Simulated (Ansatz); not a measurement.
`C[O][Sb]([SiH3])[Cl]` + CH₃OH → `C[O][Sb]([SiH3])[O]C` + HCl at 400 K and 1 bar (ligand exchange at the Sb–Cl bond).

Program: Ansatz. Geometries: PBE0-D4/def2-TZVP. ΔE: electronic, gas phase. CCSD(T)/CBS adds triple-zeta CCSD(T) − MP2 to the extrapolated MP2 energy (def2 sets, frozen cores). This one scheme is used for every species. Elements past krypton have def2 core potentials. For Sb outer-core shells are correlated without core-valence functions, which leaves a few kJ/mol of doubt a bond. One conformer a species, not always the lowest.

```json
{"species": "`C[O][Sb]([SiH3])[Cl]`", "CCSD(T)/CBS energy (Eh)": "-1105.74568", "H − E (kJ/mol)": "217.8", "S (J/(mol·K))": "454.8"}
{"species": "CH₃OH", "CCSD(T)/CBS energy (Eh)": "-115.61712", "H − E (kJ/mol)": "151.2", "S (J/(mol·K))": "252.6"}
{"species": "`C[O][Sb]([SiH3])[O]C`", "CCSD(T)/CBS energy (Eh)": "-760.95769", "H − E (kJ/mol)": "331.3", "S (J/(mol·K))": "505.8"}
{"species": "HCl", "CCSD(T)/CBS energy (Eh)": "-460.38127", "H − E (kJ/mol)": "29.6", "S (J/(mol·K))": "195.4"}
```

H − E and S are ideal-gas, rigid-rotor, harmonic terms from PBE0-D4/def2-TZVP, for one conformer and one mirror image of each species. 1 Eh = 2625.50 kJ/mol, R = 8.31446 J/(mol·K).

Task: By hand: ΔE, ΔH, ΔS and ΔG.

Result: ΔE = (-760.95769) + (-460.38127) − (-1105.74568) − (-115.61712) = 0.02384 Eh = 62.6 kJ/mol. Δ(H − E) = 331.3 + 29.6 − 217.8 − 151.2 = -8.1, so ΔH = 54.5 kJ/mol. ΔS = 505.8 + 195.4 − 454.8 − 252.6 = -6.2 J/(mol·K). ΔG = 54.5 − 400 × (-6.2)/1000 = 57.0 kJ/mol.

Task: By hand: the equilibrium constant, and the temperature at which ΔG would vanish if ΔH and ΔS stayed fixed.

Result: log₁₀ K = −ΔG/(RT ln 10) = -7.4. ΔH and −TΔS have one sign here, so there is no such temperature.

The number of gas molecules stays the same, so ΔS is small and ΔH decides. A doubt of 5 kJ/mol in ΔE shifts log₁₀ K by 0.7 here. Other conformers and mirror images would add mixing entropy, several J/(mol·K) or more a flexible species. Modes under 60 cm⁻¹, often nearly free rotors, make the harmonic entropy too high. These are equilibria of isolated gas molecules and say nothing of rates. Largest T1 diagnostic: 0.015 (customary marks: 0.02 for closed shells, 0.045 for open ones).

ΔS is within the doubt of such terms, so its sign, and with it that verdict, could turn.
